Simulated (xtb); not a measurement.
F3Ti (SMILES [F][Ti]([F])[F]), doublet, geometry from GFN2-xTB (such geometries of metal compounds can be far from the true shape) (the multiplicity is a formal guess), atoms displaced at random by about 0.05 Å a coordinate. Base run: GFN1-xTB in xtb.

Here is a job for xtb.
```
$ xtb mol.xyz --gfn 1 --uhf 1 --opt --json

# file mol.xyz
4

Ti     0.09276144     0.00779951    -0.04221486
F     -1.42277589    -0.93303016     0.13980251
F     -0.04432124     1.52924539    -0.56349393
F      1.45724080    -0.64661152     0.56969433
```

Each row names what was changed in the base input (with any setting that the change needs).

```
change               ΔE vs base (kcal/mol)  optimiser steps
-------------------  ---------------------  ---------------
base                                 0.000               10
opt level = tight                    0.000               11
opt level = vtight                   0.000               12
opt level = lax                      0.041                6
alpb = ch2cl2                         1.65               10
engine = lbfgs                       0.000                -
opt level = sloppy                   0.048                5
opt level = crude                    0.070                4
alpb = ether                          0.86               10
opt level = extreme                  0.000               12
```
